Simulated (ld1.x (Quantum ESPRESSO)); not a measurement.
# indium (In): variants of one TM potential

Base potential:

```json
{
 "Element": "In (Z = 49)",
 "Generator": "ld1.x (Quantum ESPRESSO) 7.5",
 "Type": "norm-conserving Troullier–Martins (Kleinman–Bylander form)",
 "Functional": "PW91",
 "Relativity": "scalar-relativistic",
 "Frozen core": "[Ar] 3d10",
 "Valence charge": "21",
 "Reference configuration": "4s2 4p6 4d10 5s2 5p1",
 "Partial waves": "4p (bound): rc 0.85 bohr; 4d (bound): rc 1.65 bohr; 4s (bound): rc 1.10 bohr",
 "Local potential": "the s channel",
 "Core correction": "none"
}
```

Occupied shells without a wave of their own: 5p, 5s. They enter only through the test configuration that unscreens the potential.

All-electron outer shells of the reference configuration (PW91, scalar-relativistic, ld1.x):

```csv
shell,level (eV),outermost node (bohr),outermost maximum (bohr)
3p,-649.30,0.14,0.31
3d,-432.90,–,0.26
4s,-119.70,0.41,0.77
4p,-78.17,0.42,0.82
4d,-18.67,0.40,0.94
5s,-8.29,1.02,2.16
5p,-2.56,1.14,2.85
```

Cutoffs, loose and tight: the cutoffs (Ry, on a coarse ladder) from which the occupation-weighted sum of valence levels, in a spherical-Bessel basis at the reference potential, stays within 10 and 1 mRy of its value at 400 Ry. They do not see the model core or the augmentation charge, which bear on the density cutoff. Test errors are all-electron minus pseudo excitation energies from the reference, over the configurations 4s2 4p6 4d10 5s2 5p0; 4s2 4p6 4d10 5s1 5p0; 4s2 4p6 4d10 5s0 5p0; 4s1 4p6 4d10 5s2 5p1; 4s2 4p6 4d10 5s1 5p2; 4s2 4p6 4d10 5s1 5p1; 4s2 4p5 4d10 5s2 5p1. A dash means not determined; rows that change the core or the reference have their own tests.

```tsv
change	outcome	cutoff, loose	cutoff, tight	bound ghosts	largest test error (meV)
base	generated, misses its reference levels by 0.50 eV	200 Ry	300 Ry	none	-1993
wave 4d (bound): rc 1.65 bohr becomes 4d (bound): rc 1.04 bohr	generated, misses its reference levels by 0.50 eV	200 Ry	300 Ry	none	-1992
wave 4d (bound): rc 1.65 bohr becomes 4d (bound): rc 1.30 bohr	generated, misses its reference levels by 0.50 eV	200 Ry	300 Ry	none	-1992
wave 4d (bound): rc 1.65 bohr becomes 4d (bound): rc 1.52 bohr	generated, misses its reference levels by 0.50 eV	200 Ry	300 Ry	none	-1993
wave 4d (bound): rc 1.65 bohr becomes 4d (bound): rc 1.68 bohr	generated, misses its reference levels by 0.50 eV	200 Ry	300 Ry	none	-1993
wave 4d (bound): rc 1.65 bohr becomes 4d (bound): rc 1.82 bohr	generated, misses its reference levels by 0.50 eV	200 Ry	300 Ry	none	-1994
wave 4d (bound): rc 1.65 bohr becomes 4d (bound): rc 2.02 bohr	generated, misses its reference levels by 0.50 eV	200 Ry	300 Ry	none	-1998
wave 4d (bound): rc 1.65 bohr becomes 4d (bound): rc 2.26 bohr	generated, misses its reference levels by 0.50 eV	200 Ry	300 Ry	none	-2010
wave 4d (bound): rc 1.65 bohr becomes 4d (bound): rc 2.50 bohr	generated, misses its reference levels by 0.50 eV	200 Ry	300 Ry	none	-2038
```

Reading the sweep of the d radius (base included, trends over the rows without a ghost): The loose cutoff stays near 200 Ry. The median size of the test errors (rows with all tests solved) stays near 427.1 meV.
